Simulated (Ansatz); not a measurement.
C3H9Ge, that is [GeMe3]- with one electron fewer. Charge 0, multiplicity 2. Geometry B3LYP-D4/def2-SVPD, that of the charge -1 singlet; atoms count from 1.

```xyz
13

Ge   -0.0173    0.6435    0.9537
C     1.2826   -0.9509    0.7384
H     2.3328   -0.6220    0.8241
H     1.1583   -1.4393   -0.2477
H     1.1070   -1.7123    1.5181
C     0.3972    1.4569   -0.9023
H     0.3594    0.6852   -1.6958
H     1.4029    1.9117   -0.9197
H    -0.3300    2.2458   -1.1615
C    -1.6824   -0.4040    0.3150
H    -2.5246    0.2791    0.1086
H    -2.0173   -1.1239    1.0818
H    -1.4686   -0.9698   -0.6128
```

**Question.** Estimate the Mulliken populations from the PBE0/def2-TZVPD orbitals of Ansatz.

**Answer.** 
| atom | charge (e) | spin (α − β) |
| --- | --- | --- |
| Ge1 | 0.46 | 0.76 |
| C2 | -0.87 | 0.07 |
| H3 | 0.25 | -0.01 |
| H4 | 0.22 | 0.02 |
| H5 | 0.25 | 0.00 |
| C6 | -0.87 | 0.07 |
| H7 | 0.22 | 0.02 |
| H8 | 0.25 | 0.00 |
| H9 | 0.25 | -0.01 |
| C10 | -0.87 | 0.07 |
| H11 | 0.25 | 0.00 |
| H12 | 0.25 | -0.01 |
| H13 | 0.22 | 0.02 |
Mulliken values depend strongly on the basis. With diffuse functions, as here, like atoms can get unlike values, and bond orders can come out too low or too high.

**Question.** Where does the spin sit?

**Answer.** Summed by element: Ge 0.76, C 0.21, H 0.03, of 1 unpaired in all. Largest on single atoms: Ge1 0.76, C2 0.07, C6 0.07.

**Question.** And the Mayer bond orders between heavy atoms (over 0.3)?

**Answer.** Ge1–C2 0.84 (2.07 Å); Ge1–C6 0.84 (2.07 Å); Ge1–C10 0.84 (2.07 Å).
